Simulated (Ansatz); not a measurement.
Q: Name a neutral molecule of Al, N, O, Si and H with size of the dipole moment (PBE/def2-TZVPP) between 2.40 and 2.70 D and LUMO energy (PBE/def2-TZVPP) between -2.80 and -2.50 eV (Ansatz, PBE0-D4/def2-TZVP geometry).

A: `N[Si](O)([AlH2])[SiH3]` (2.48 D, -2.70 eV). Other molecules can fit too; these were computed, each in one conformer that needn't be the lowest.
